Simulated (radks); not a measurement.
Values are calculated unless marked as measured or tabulated.
Question: The mean radii <r> (bohr) of the occupied orbitals of an atom or ion are listed with their occupations. Level of theory: non-relativistic Kohn-Sham, LB94 model potential, spin-polarised, spherical densities, point nucleus (a radial shooting solver on a logarithmic mesh with Libxc functionals).

| orbital | occ. | <r> |
|---|---|---|
| 1s down | 1 | 0.06400 |
| 1s up | 1 | 0.06401 |
| 2s up | 1 | 0.2928 |
| 2s down | 1 | 0.2932 |
| 2p up | 3 | 0.2570 |
| 2p down | 3 | 0.2574 |
| 3s up | 1 | 0.7803 |
| 3s down | 1 | 0.7777 |
| 3p up | 1 | 0.7760 |

Name the element and its charge. Open shells, if any, are filled with parallel spins first.

Answer: Z = 24, chromium, charge +11: Cr11+ in [Ne] 3s2 3p1. The 1s radius gives Z: for a bare nucleus <r> = 1.5/Z, 0.0625 bohr for Z = 24, and screening makes it slightly larger (0.06400 here). The occupations add up to 13, and the charge is Z minus that.
